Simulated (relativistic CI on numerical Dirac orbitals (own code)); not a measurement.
One change at a time: Au³⁴⁺

Base calculation: Dirac-Coulomb-Breit CI, separate exchange-only KLI orbitals for each configuration, model QED (radiative potential, 1s self-energy scaled to tabulated hydrogen-like ionisation energies), unscaled Slater integrals.

Configuration list (outside the closed core [Ar] 3d10): 4s2 4p6 4d9, 4s2 4p6 4d8 4f, 4s2 4p5 4d10, 4s 4p6 4d10, 4s2 4p5 4d9 4f, 4s 4p6 4d9 4f, 4s2 4p6 4d8 5s, 4s2 4p6 4d7 4f 5s, 4s2 4p6 4d8 5p, 4s2 4p6 4d8 5d, 4s2 4p5 4d9 5s, 4s2 4p6 4d7 5s2, 4s2 4p6 4d6 4f 5s2, 4s2 4p5 4d7 4f 5s2, 4s 4p6 4d7 4f 5s2. Double excitations out of closed p, d and f shells are left out; levels of such configurations are missing from the list, as are those of other unlisted configurations, and high levels can miss mixing partners.

Variants: (1) one mean potential for all configurations. Shifts of the energy above 4s2 4p6 4d9 2D_5/2, in cm⁻¹, for the lowest level and the first level of each name with at least 55 % of one term (blank where a level changes its place among those of its configuration and J or its character, or is not in the variant):

| Level | Base | Δ(1) |
| --- | --- | --- |
| 4s2 4p6 4d9 2D_5/2 | 0 | 0 |
| 4s2 4p6 4d9 2D_3/2 | 193052 | +9 |
| 4s2 4p5 4d10 2P°_3/2 | 1681836 | -706 |
| 4s2 4p6 4d8 4f 4I°_15/2 | 1806619 | -1128 |
| 4s2 4p6 4d8 4f 4H°_13/2 | 1824194 | -1121 |
| 4s2 4p6 4d8 4f 4F°_3/2 | 1915935 | -1147 |
| 4s2 4p6 4d8 4f 4I°_11/2 | 1961313 | -1139 |
| 4s2 4p6 4d8 4f 2K°_13/2 | 1981083 | -1141 |
| 4s2 4p6 4d8 4f 2K°_15/2 | 2026595 | -1158 |
| 4s2 4p6 4d8 4f 2I°_11/2 | 2058374 | -1113 |

At this charge energies of transitions that change n are usually good to better than 1 %, and those within a shell (Δn = 0) to a few per cent.

Ionisation energy from the two ground configurations alone: base 1527.73 eV. The NIST ASD value (theoretical) is 1527 eV.

LS names give the leading component of a level, which can be under half, so a name can repeat, a term be missing and a line seem to break the LS rules.
